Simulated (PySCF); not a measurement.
## C₆ coefficients of unlike pairs at UHF

Calculated with PySCF 2.14 from the dipole response of each species, C₆(A,B) = (3/π) ∫ α_A(iu) α_B(iu) du, in atomic units, from isotropic polarisabilities. For ions this is the dispersion term alone; charge-induced terms of lower order in 1/R come first.

```json
{"species": "Ir³⁺", "configuration": "[Xe] 4f14 5d6 (5D)", "basis": "aug-cc-pwCVTZ-PP with ECP60MDF (8s8p7d4f3g)", "relativity": "core potential", "α (bohr³)": "6.357", "C₆ (like pair)": "35.03"}
{"species": "Nb²⁺", "configuration": "[Kr] 4d3 (4F)", "basis": "aug-cc-pVTZ-DK (9s8p6d3f2g)", "relativity": "spin-free X2C", "α (bohr³)": "10.36", "C₆ (like pair)": "53.83"}
{"species": "N⁺", "configuration": "[He] 2s2 2p2 (3P)", "basis": "aug-cc-pCVTZ-DK with one added diffuse shell each of s, p, d, f type (8s7p5d3f)", "relativity": "spin-free X2C", "α (bohr³)": "3.929", "C₆ (like pair)": "8.254"}
{"species": "Nb", "configuration": "[Kr] 4d4 5s1 (6D)", "basis": "aug-cc-pwCVTZ-DK (11s10p8d4f3g)", "relativity": "spin-free X2C", "α (bohr³)": "131.6", "C₆ (like pair)": "1599"}
```

Task: Estimate C₆ for Nb with Ir³⁺.

Result: The integral gives 161.1. The combination rule 2 C_A C_B / (C_A α_B/α_A + C_B α_A/α_B) gives 139.6 and the geometric mean 236.6.

No spin-orbit coupling is included.

The other pairs:

| pair | C₆ |
| --- | --- |
| Nb, N⁺ | 89.60 |
| N⁺, Ir³⁺ | 16.63 |
| N⁺, Nb²⁺ | 21.06 |
| Nb, Nb²⁺ | 231.0 |
| Nb²⁺, Ir³⁺ | 42.55 |
